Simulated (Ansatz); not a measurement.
Coupled-cluster diagnostics for the cluster Ta5⁺, Ansatz.

Geometry of the singlet (PBE-D4/def2-SVP):

```xyz
5

Ta    0.865   -1.159    0.639
Ta    1.633    0.507   -1.124
Ta   -0.221    1.541    0.278
Ta   -0.843   -0.501   -1.199
Ta   -1.435   -0.388    1.407
```

In the def2 sets Ta takes a core potential; there is no spin–orbit coupling. Correlated methods freeze no core orbitals; core or outer-core shells of Ta are correlated, in sets that lack core-valence functions. At PBE0-D4/def2-TZVP a triplet of charge 1 lies 0.15 eV below the restricted singlet, each at its own geometry. The structure comes from a short search, and lower isomers may exist.

(1) Estimate the CCSD(T) correlation energy, the shares of MP2 and (T), T1 and the reference's ⟨S²⟩ for: charge 1, singlet, own geometry in def2-SVP; and the rough time on 4 threads of AMD EPYC 9R45 on a shared host.

## Answers

(1) 
```tsv
state	basis	correlation (eV)	MP2 share (%)	(T) share (%)	T1	⟨S²⟩ (pure)	wall time	remarks
charge 1, singlet, own geometry	def2-SVP	-45.825	116.9	10.3	0.054	0.00 (0.00)	1.8 min	large T1 (0.054), restricted SCF unstable
```
Customary marks for T1 are 0.02 (closed shells), 0.045 (open shells) and about 0.05 (3d metals). T1 exceeds 0.02 in 1 of 1 rows and 0.045 in 1; the higher it lies, the less the single-reference result can be trusted.
